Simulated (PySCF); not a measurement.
# Exercise with solution: oscillator strength and radiative lifetime

C₃H₈Si₂, SMILES C=C1C[SiH2][SiH2]1.

Geometry: B3LYP-D3(BJ)/def2-SVP. The structure was generated by enumeration, and PubChem lists no compound with its InChIKey, so it may never have been made.

TDA-PBE/def2-SVPD in PySCF 2.14.0 puts the first singlet state with f over 0.02 at 5.63 eV (vertical), with the transition dipole (-0.445, 0.659, 0.253) in atomic units.

Problem. Find the oscillator strength, the wavelength and the radiative lifetime that this transition would have in vacuum if emission retraced absorption.

Solution. 
|μ|² = 0.6963 au, so |μ| = 2.12 D. ΔE = 5.63/27.211 = 0.2069 hartree. f = (2/3) ΔE |μ|² = 0.096 (the program prints 0.096).
λ = 1239.84/5.63 = 220 nm; ν = 45409 cm⁻¹.
Einstein's coefficient A = 0.6670 ν² f s⁻¹ (ν in cm⁻¹) = 1.3e8 s⁻¹, so τ = 1/A = 7.6 ns. This state is S3; the lower singlets have f = 0.013, 0.003. The figure is the radiative limit of this one transition; relaxation, internal conversion, crossing to triplets and a medium change what is measured.
